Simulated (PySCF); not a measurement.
Compound: C7H7OSi (doublet state).
Z-matrix (Å and degrees, GFN2-xTB geometry), rows numbered from 1:
```
O 
C   1  1.2083
C   2  1.4625  1  125.71
C   3  1.4024  2  120.64  1   179.79
C   4  1.3853  3  119.35  2  -179.68
C   5  1.3789  4  120.70  3    -0.34
C   6  1.4123  5  121.19  4     0.01
Si  7  1.8359  6  122.00  5  -179.56
C   3  1.3878  2  119.58  1    -0.23
H   2  1.1097  1  120.66  3   179.97
H   4  1.0797  3  119.91  2     0.19
H   5  1.0807  4  119.68  3   179.70
H   6  1.0808  5  119.67  4   179.99
H   8  1.4467  7  120.36  6   179.39
H   8  1.4494  7  120.08  6     1.09
H   9  1.0813  3  117.90  2     0.00
```

The hyperfine couplings belong to this conformer and change with its torsions.

As a line formula: `O=Cc1cccc([SiH2])c1` [radical].

Level of theory: PySCF, UKS B3LYP, pcH-1 on C H O Si, non-relativistic, mean-field spin-orbit, GIAO. Isolated species at its GFN2-xTB geometry (one conformer only). Couplings are sensitive to structure, and on GFN2-xTB geometries they can be far from those on DFT ones, by a factor of two or more for some ions and for spin on atoms past the first row. No stability test was run, so a lower SCF solution isn't excluded.

Question: Where do the isotropic ENDOR lines of C7, C9, C6, C4, C5, C3, H14/H15, H11, H16 and Si8 fall at 3337.3 mT, to first order?

Answer: ν± = |νn ± a/2|, one line for each electron-spin manifold; νn = |g_N| × 7.62259 MHz/T × B.

```json
{"nuclei": "C7", "isotope": "13C", "g_N": "1.4048", "νn (MHz)": "35.74", "a_iso (MHz)": "-26.96", "lower line (MHz)": "22.26", "upper line (MHz)": "49.22"}
{"nuclei": "C9", "isotope": "13C", "g_N": "1.4048", "νn (MHz)": "35.74", "a_iso (MHz)": "12.66", "lower line (MHz)": "29.41", "upper line (MHz)": "42.07"}
{"nuclei": "C6", "isotope": "13C", "g_N": "1.4048", "νn (MHz)": "35.74", "a_iso (MHz)": "12.37", "lower line (MHz)": "29.55", "upper line (MHz)": "41.92"}
{"nuclei": "C4", "isotope": "13C", "g_N": "1.4048", "νn (MHz)": "35.74", "a_iso (MHz)": "12.32", "lower line (MHz)": "29.57", "upper line (MHz)": "41.90"}
{"nuclei": "C5", "isotope": "13C", "g_N": "1.4048", "νn (MHz)": "35.74", "a_iso (MHz)": "-11.09", "lower line (MHz)": "30.19", "upper line (MHz)": "41.28"}
{"nuclei": "C3", "isotope": "13C", "g_N": "1.4048", "νn (MHz)": "35.74", "a_iso (MHz)": "-10.86", "lower line (MHz)": "30.31", "upper line (MHz)": "41.17"}
{"nuclei": "H14/H15", "isotope": "1H", "g_N": "5.5857", "νn (MHz)": "142.09", "a_iso (MHz)": "-49.45", "lower line (MHz)": "117.37", "upper line (MHz)": "166.82"}
{"nuclei": "H11", "isotope": "1H", "g_N": "5.5857", "νn (MHz)": "142.09", "a_iso (MHz)": "-9.02", "lower line (MHz)": "137.58", "upper line (MHz)": "146.60"}
{"nuclei": "H16", "isotope": "1H", "g_N": "5.5857", "νn (MHz)": "142.09", "a_iso (MHz)": "-8.54", "lower line (MHz)": "137.82", "upper line (MHz)": "146.36"}
{"nuclei": "Si8", "isotope": "29Si", "g_N": "-1.1106", "νn (MHz)": "28.25", "a_iso (MHz)": "-135.65", "lower line (MHz)": "39.57", "upper line (MHz)": "96.08"}
```

The rows for 13C and 29Si, of low natural abundance, apply to labelled samples.

Question: Which pairs are centred on the nuclear Larmor frequency, and which on half the coupling?

Answer: Centred on νn, since |a| < 2νn: C7, C9, C6, C4, C5, C3, H14/H15, H11 and H16. Centred on |a|/2 and split by 2νn: Si8.

Question: At what field would the lower line of H11 fall to zero frequency?

Answer: Where νn = |a|/2, that is B = 4.51 MHz/(5.5857 × 7.62259 MHz/T) = 106 mT, as far as first order holds there.

Couplings of abundant isotopes left out: H13 (-8.0 MHz) and H12 (3.2 MHz).

Class means assume fast exchange of nuclei equivalent by connectivity; if that motion is slow, each nucleus keeps its own coupling.

Largest spin populations (Mulliken): Si8 (+0.98), C4 (+0.14), C9 (+0.12) and C6 (+0.12). Si8 is the only atom above +0.15. The positive populations add up to 1.36 and the negative ones to -0.36, together 2S = 1. The angles at Si8 add up to 360.0°, so it is planar; its axial dipolar tensor and the negative couplings of its protons fit spin in a p orbital normal to that plane.
